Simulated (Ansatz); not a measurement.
Name a neutral molecule of C, F, N, O, Si and H with size of the dipole moment (ωB97M-V/def2-TZVPP) between 1.60 and 1.90 D and HOMO–LUMO gap (ωB97M-V/def2-TZVPP) between 12.75 and 13.05 eV (Ansatz, PBE0-D4/def2-TZVP geometry).

`NC(F)O[SiH2]F` (1.62 D, 12.87 eV). Other molecules can fit too; these were computed, each in one conformer that needn't be the lowest.
